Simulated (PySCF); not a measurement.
## `CC1=CCC[C@H](C)O1`, C7H12O

Molfile (atoms numbered from 1):
```
C7H12O
     RDKit          3D

 20 20  0  0  0  0  0  0  0  0999 V2000
    2.5663   -0.9607   -0.4456 C   0  0  0  0  0  0  0  0  0  0  0  0
    1.2850   -0.1893   -0.3509 C   0  0  0  0  0  0  0  0  0  0  0  0
    1.1941    1.1344   -0.4378 C   0  0  0  0  0  0  0  0  0  0  0  0
   -0.1054    1.8655   -0.2666 C   0  0  0  0  0  0  0  0  0  0  0  0
   -1.1133    0.9348    0.4019 C   0  0  0  0  0  0  0  0  0  0  0  0
   -1.0685   -0.4277   -0.2906 C   0  0  2  0  0  0  0  0  0  0  0  0
   -2.0736   -1.4115    0.2948 C   0  0  0  0  0  0  0  0  0  0  0  0
    0.2156   -1.0197   -0.1612 O   0  0  0  0  0  0  0  0  0  0  0  0
    2.5498   -1.6035   -1.3241 H   0  0  0  0  0  0  0  0  0  0  0  0
    2.6741   -1.5983    0.4296 H   0  0  0  0  0  0  0  0  0  0  0  0
    3.4142   -0.2866   -0.5091 H   0  0  0  0  0  0  0  0  0  0  0  0
    2.0804    1.7218   -0.6112 H   0  0  0  0  0  0  0  0  0  0  0  0
   -0.4857    2.2004   -1.2383 H   0  0  0  0  0  0  0  0  0  0  0  0
    0.0498    2.7577    0.3448 H   0  0  0  0  0  0  0  0  0  0  0  0
   -0.8464    0.7977    1.4521 H   0  0  0  0  0  0  0  0  0  0  0  0
   -2.1232    1.3418    0.3490 H   0  0  0  0  0  0  0  0  0  0  0  0
   -1.2741   -0.2852   -1.3646 H   0  0  0  0  0  0  0  0  0  0  0  0
   -1.8912   -1.5359    1.3592 H   0  0  0  0  0  0  0  0  0  0  0  0
   -1.9673   -2.3783   -0.1894 H   0  0  0  0  0  0  0  0  0  0  0  0
   -3.0858   -1.0469    0.1454 H   0  0  0  0  0  0  0  0  0  0  0  0
  1  2  1  0
  2  3  2  0
  3  4  1  0
  4  5  1  0
  5  6  1  0
  6  7  1  0
  6  8  1  0
  8  2  1  0
  1  9  1  0
  1 10  1  0
  1 11  1  0
  3 12  1  0
  4 13  1  0
  4 14  1  0
  5 15  1  0
  5 16  1  0
  6 17  1  6
  7 18  1  0
  7 19  1  0
  7 20  1  0
M  END
```

Theory: GIAO BHandHLYP/pcSseg-1 magnetisability, rotational g tensor and spin-rotation constants, non-relativistic, gas phase (PySCF 2.14.0). Geometry: GFN2-xTB.

(1) What are the magnetisability and the molar susceptibility?

(2) Split it along the inertial axes a, b, c into diamagnetic and paramagnetic parts about the centre of mass, with the quadrupole moment.

(3) And the rotational g tensor?

## Answers

(1) Isotropic -1331 × 10⁻³⁰ J/T², or -80.2 × 10⁻⁶ cm³/mol; principal values -1379, -1348, -1266 × 10⁻³⁰ J/T², anisotropy 101 × 10⁻³⁰ J/T² (root of half the summed squared differences of the principal values). The susceptibility is in cgs units.

(2) 
| axis | χ (10⁻⁶ cm³/mol) | diamagnetic (10⁻⁶ cm³/mol) | paramagnetic (10⁻⁶ cm³/mol) | summed x² of all electrons (Å²) | quadrupole Θ (D Å) |
| --- | --- | --- | --- | --- | --- |
| a | -79.1 | -528.7 | 449.6 | 166.0 | +4.26 |
| b | -80.0 | -794.0 | 713.9 | 103.5 | -2.02 |
| c | -81.4 | -1143.3 | 1061.9 | 21.1 | -2.24 |

Anisotropies 2χaa − χbb − χcc = +3.3 and 2χbb − χaa − χcc = +0.4 × 10⁻⁶ cm³/mol. Θ is traceless in Buckingham's convention.

(3) 
| axis | rotational constant (GHz) | g | nuclear part | electronic part |
| --- | --- | --- | --- | --- |
| a | 3.0469 | -0.0161 | 0.6274 | -0.6436 |
| b | 1.8730 | -0.0058 | 0.6224 | -0.6282 |
| c | 1.2288 | -0.0029 | 0.6101 | -0.6130 |

Asymmetric top; isotopes 12C, 1H, 16O; no vibrational averaging.
